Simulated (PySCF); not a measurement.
Gas-phase reaction: 2 SnF4 + SnH3F ⇌ 3 H + 3 SnF3

Energies from PySCF, thermal terms from the rigid-rotor harmonic-oscillator model, ideal gas at 1 bar. † marks an energy on the PBE0/def2-TZVP geometry and frequencies; other levels use their own. Open shells (unrestricted): H (multiplicity 2), SnF3 (multiplicity 2); the rest are closed-shell singlets. B3LYP is the form with VWN-RPA correlation. Sn: scalar-relativistic def2 core potential, no spin-orbit coupling. SnH3F, SnF3: computed as isolated molecules; such fragments, hydroxides, amides, oligomers or adducts are transient or little studied in the gas.

```csv
level,"ΔH°(298 K), kJ"
B3LYP/def2-TZVP†,[?]
BLYP/def2-TZVP†,[?]
PBE/def2-SVP,[?]
PBE0/def2-QZVP†,800
PBE0/def2-SVP†,786
PBE0/def2-TZVP,797
r2SCAN/def2-TZVP†,792
ωB97M-V/def2-TZVP†,[?]
```

### Question
Complete the blanks.

### Answer

- B3LYP/def2-TZVP†, ΔH°(298 K), kJ: 798
- BLYP/def2-TZVP†, ΔH°(298 K), kJ: 745
- PBE/def2-SVP, ΔH°(298 K), kJ: 746
- ωB97M-V/def2-TZVP†, ΔH°(298 K), kJ: 840
